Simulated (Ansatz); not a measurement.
The same atomization along the group Si, Ge, Sn.

Program: Ansatz. Geometries: PBE0-D4/def2-TZVP. ΔE: electronic, gas phase. CBS: MP2 limit from def2 TZ/QZ plus the TZ coupled-cluster correction, frozen cores. This one scheme is used for every species, atoms too. DFT in def2-TZVPP. B3LYP here is the variant with VWN-RPA as its local correlation; programs differ in this. No spin–orbit coupling; open shells (•) take unrestricted orbitals. Spin–orbit coupling would lower the free atoms: a little for F, Si; clearly for Ge; strongly for I, Sn. Elements past krypton have def2 core potentials. For Ge, I, Sn outer-core shells are correlated without core-valence functions, so the limit isn't a true one: a few kJ/mol of doubt a bond, and 10 to 20 or more in all where bonds break to atoms. Scalar relativity is left out up to krypton.

```tsv
reaction	RPA@PBE/def2-TZVPP (eV)	HF/CBS(def2) (eV)	B3LYP-D4 (eV)
`F[Si](F)(I)I` → 2 F• + 2 I• + Si•	15.67	12.81	17.53
`[F][Ge]([F])([I])[I]` → 2 F• + 2 I• + Ge•	13.15	9.93	14.73
`[F][Sn]([F])([I])[I]` → 2 F• + 2 I• + Sn•	11.94	8.99	13.67
```

(1) Give the CCSD(T)/CBS values in the same order. (Estimate.)

Largest T1 diagnostic: 0.012, for Si•.

## Answers

(1) Ansatz gave: 18.21, 15.35, 14.52 eV.

For atomizations the MP2-based limit and the directly extrapolated one differ by several kJ/mol either way, and by 10 to 25 for some Ge, Se and Sn compounds, so smaller differences from it don't rank the levels.
